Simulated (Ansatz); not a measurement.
Two isomers of C3H7Al: A = `C1[CH2][AlH][CH2]1`, B = `[CH3][Al]1[CH2][CH2]1`.

Isolated molecules relaxed with PBE0-D4/def2-TZVP in Ansatz; ΔE leaves out vibrations. CBS: MP2 limit from def2 TZ/QZ plus the TZ coupled-cluster correction, frozen cores. Functionals use def2-TZVPP. B3LYP here is the variant with VWN-RPA as its local correlation; programs differ in this.

Problem. Which isomer does CCSD(T)/CBS put lower? Give the gap. (An estimate is asked.)

Solution. Ansatz gave: A, by 47.7 kJ/mol.

Problem. Give E(B) − E(A) in kJ/mol with HF/def2-TZVPP, B3LYP-D4, PBE-D4, MP2/def2-TZVPP, ωB97M-V, B3LYP, r2SCAN-D4. (An estimate is asked.)

Solution. Computed: HF/def2-TZVPP 55.0, B3LYP-D4 45.7, PBE-D4 43.4, MP2/def2-TZVPP 48.9, ωB97M-V 47.5, B3LYP 40.5, r2SCAN-D4 41.4. None reverses the order clearly.

Largest T1 diagnostic: 0.010.

From r2SCAN to r2SCAN0 (25 % exact exchange), in def2-TZVPP and without D4, E(B) − E(A) moves by +4.8 kJ/mol. In def2-TZVPP, CCSD(T) changes the Hartree–Fock value by −6.0 kJ/mol (the triples alone add −1.2 kJ/mol) and MP2 by −6.2 kJ/mol.
